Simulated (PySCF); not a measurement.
# A thermochemical cycle for NaSr

MP2 in PySCF with def2-SVP on every atom (core potentials on Sr), for the lowest determinant that a PBE0 search found; no spin–orbit coupling. NaSr, a doublet (σ ↑), has De = 0.09 eV to neutral atoms, and NaSr⁺, a singlet (closed shell), has De = 0.87 eV to Na⁺ + Sr.

The adiabatic ionisation energy of NaSr, between the minima, is 4.10 eV.

Task: Which ionisation energy of the Na atom does this level give?

Result: IE(Na) = IE(molecule) + De(ion) − De(neutral) = 4.10 + 0.87 − 0.09 = 4.88 eV; the measured value is 5.139 eV (NIST ASD).

Correlated steps freeze 1 core orbital. Weak bonds: NaSr. Basis-set superposition, not corrected here, can be much of De in a small basis, most of all at correlated wavefunction levels. For an ion De counts to the pair picked by the measured ionisation energies or electron affinities, which need not be the lowest pair at this level. States were picked by a PBE0 search and need not be the measured ground states.
